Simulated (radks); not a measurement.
Coulomb parameter of the 5d shell of the hafnium ion Hf+ in the model configuration [Xe] 4f14 5d1.5 6s1.5, as a second difference U = [E(n + 0.25) + E(n - 0.25) - 2 E(n)] / (0.25)^2 with all orbitals relaxed. "Bare": the charge of the atom changes with n. "Screened": the 6s shell takes up the change at fixed total charge, which measures U(5d,5d) + U(6s,6s) - 2 U(5d,6s). All-electron calculation, scalar-relativistic Kohn-Sham, PBE, spin-unpolarised, spherical densities, point nucleus. Program: a radial shooting solver on a logarithmic mesh with Libxc functionals.

| case | configuration | E - E(n) (eV) |
|---|---|---|
| start | [Xe] 4f14 5d1.5 6s1.5 | 0.000 |
| bare +0.25 | [Xe] 4f14 5d1.75 6s1.5 | -2.211 |
| bare -0.25 | [Xe] 4f14 5d1.25 6s1.5 | 2.757 |
| screened +0.25 | [Xe] 4f14 5d1.75 6s1.25 | 0.389 |
| screened -0.25 | [Xe] 4f14 5d1.25 6s1.75 | -0.352 |

U(bare) = 8.721 eV, U(screened by 6s) = 0.593 eV, against the Slater integral F0(5d,5d) = 11.161 eV with frozen orbitals.
